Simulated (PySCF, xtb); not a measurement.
C₅H₇O, SMILES O=C1C[CH]CC1, multiplicity 2.

Geometry: ωB97X-D3(BJ)/def2-SVP. The isomer is the one that the SMILES or the coordinates give; other isomers of the formula were not compared. One conformer was computed; it need not be the lowest.

Method: IEF-PCM-B3LYP/def2-SVP (PySCF).

The values are the electrostatic part of the solvation free energy, E(continuum) − E(gas) at the gas-phase geometry, in a cavity of scaled van der Waals radii (PySCF's table); cavitation and dispersion terms are not included. The dipole moment in vacuum is 2.64 D.

Computed values in water (ε = 78.36), tetrahydrofuran (ε = 7.43), chlorobenzene (ε = 5.70):
```
solvent              ε  ΔG(elec) (kcal/mol)  dipole (D)
---------------  -----  -------------------  ----------
water            78.36                 -4.4        3.31
tetrahydrofuran   7.43                 -3.6        3.19
chlorobenzene     5.70                 -3.4        3.15
```

For comparison, GFN2-xTB/ALPB(water) (xtb, at the GFN2-xTB geometry, all terms of that model) gives -3.1 kcal/mol.
